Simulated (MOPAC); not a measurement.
Input file for MOPAC: AM1 on TeO, 2S+1 = 3, a spin state set in the input, which need not be the lowest, a point of a bond scan (R = 1.729 Å).

```
AM1 1SCF PRECISE CHARGE=0 UHF MS=1 THREADS=1
OTe

O      0.00000000 1     0.00000000 1     0.00000000 1
Te     0.00000000 1     0.00000000 1     1.72925700 1
```

It printed:

```
*******************************************************************************
 **                                                                           **
 **                              MOPAC v23.2.5                                **
 **                                                                           **
 *******************************************************************************
 ** MOPAC's Digital Object Identifier: https://doi.org/10.5281/zenodo.6511958 **
 **                                                                           **
 ** Please cite the open-source release paper for use of this MOPAC version:  **
 ** J. E. Moussa and J. J. P. Stewart (2026)                                  **
 ** MOPAC: An open-source semiempirical molecular orbital program             **
 ** J. Open Source Softw., 11(119), 8025, https://doi.org/10.21105/joss.08025 **
 *******************************************************************************

                              AM1 CALCULATION RESULTS

 *******************************************************************************
 *  AM1        - The AM1 Hamiltonian to be used
 *  UHF        - UNRESTRICTED HARTREE-FOCK CALCULATION
 *
 *
 *
 *                 CHARGE ON SYSTEM = 0
 *
 *
 *
 *  MS=        - IN MECI, MAGNETIC COMPONENT OF SPIN =  1.0
 *  PRECISE    - TIGHTER CRITERIA TO BE USED
 *  1SCF       - DO 1 SCF AND THEN STOP
 *  THREADS=1  - MULTI-THREADING NOT USED
 *  T=         - A TIME OF 172800.0 SECONDS REQUESTED
 *  DUMP=N     - RESTART FILE WRITTEN EVERY 7200.0 SECONDS REQUESTED
 *******************************************************************************
AM1 1SCF PRECISE CHARGE=0 UHF MS=1 THREADS=1
 OTe

   ATOM   CHEMICAL          X               Y               Z
  NUMBER   SYMBOL      (ANGSTROMS)     (ANGSTROMS)     (ANGSTROMS)

     1       O          0.00000000  *   0.00000000  *   0.00000000  *
     2      Te          0.00000000  *   0.00000000  *   1.72925700  *



          CARTESIAN COORDINATES

    NO.       ATOM           X           Y           Z

     1         O          0.0000      0.0000      0.0000
     2        Te          0.0000      0.0000      1.7293

  O: (AM1): M.J.S. DEWAR ET AL, J. AM. CHEM. SOC. 107 3902-3909 (1985)
 Te: (AM1): J. J. P. STEWART, J. MOL. MOD., 10, 155-164 (2004)

           Empirical Formula: O Te  =     2 atoms



      MOLECULAR POINT GROUP   :   C*v


          UHF CALCULATION, NO. OF ALPHA ELECTRONS =    7
                           NO. OF BETA  ELECTRONS =    5

 -------------------------------------------------------------------------------
 AM1 1SCF PRECISE CHARGE=0 UHF MS=1 THREADS=1
 OTe



     1SCF WAS SPECIFIED, SO BFGS WAS NOT USED
     SCF FIELD WAS ACHIEVED


                              AM1 CALCULATION
                                                       MOPAC v23.2.5 Linux




          FINAL HEAT OF FORMATION =         28.43579 KCAL/MOL =     118.97536 KJ/MOL


          COSMO AREA              =         80.37 SQUARE ANGSTROMS
          COSMO VOLUME            =         66.07 CUBIC ANGSTROMS

          IONIZATION POTENTIAL    =          8.139899 EV
          ALPHA SOMO LUMO (EV)    =         -8.140  0.706
          BETA  SOMO LUMO (EV)    =        -10.531 -0.696
          NO. OF ALPHA ELECTRONS  =          7
          NO. OF BETA  ELECTRONS  =          5
          MOLECULAR WEIGHT        =        143.5994         POINT GROUP:  C*v

          MOLECULAR DIMENSIONS (Angstroms)

            Atom       Atom       Distance
           Te     2    O     1     1.72926
           Te     2    O     1     0.00000
            O     1   Te     2     0.00000


          SCF CALCULATIONS        =          1





   ATOM   CHEMICAL          X               Y               Z
  NUMBER   SYMBOL      (ANGSTROMS)     (ANGSTROMS)     (ANGSTROMS)

     1       O          0.00000000  *   0.00000000  *   0.00000000  *
     2      Te          0.00000000  *   0.00000000  *   1.72925700  *

                             CARTESIAN COORDINATES

   1    O        0.000000000     0.000000000     0.000000000
   2   Te        0.000000000     0.000000000     1.729257000


           Empirical Formula: O Te  =     2 atoms



      MOLECULAR POINT GROUP   :   C*v


          ALPHA EIGENVALUES
 -35.33046 -23.06810 -13.12048 -13.12048 -11.57264  -8.13990  -8.13990   0.70600


           BETA EIGENVALUES
 -33.38253 -17.97266 -10.95942 -10.53128 -10.53128  -0.69567  -0.69567   1.84074


              NET ATOMIC CHARGES AND DIPOLE CONTRIBUTIONS

  ATOM NO.   TYPE          CHARGE      No. of ELECS.   s-Pop       p-Pop
    1          O          -0.629600        6.6296     1.93864     4.69096
    2         Te           0.629600        5.3704     1.93582     3.43458
 DIPOLE           X         Y         Z       TOTAL
 POINT-CHG.     0.000     0.000     5.229     5.229
 HYBRID         0.000     0.000    -1.509     1.509
 SUM            0.000     0.000     3.721     3.721


          ATOMIC ORBITAL ELECTRON POPULATIONS

     Atom    s        px        py        pz
    1  O   1.93864   1.73770   1.73770   1.21556
    2 Te   1.93582   1.26230   1.26230   0.90997


                    (SZ)    =    1.000000
                    (S**2)  =    2.017638


          ATOMIC ORBITAL SPIN POPULATIONS

    Atom   Total    s     px     py     pz
         Atomic
    1  O  0.4227  0.018  0.262  0.262 -0.120
    2 Te  1.5773  0.019  0.738  0.738  0.083

 **********************
 *                    *
 * JOB ENDED NORMALLY *
 *                    *
 **********************




 == MOPAC DONE ==
```

The run finished.

Cost: around 0.020 core-seconds (rough).
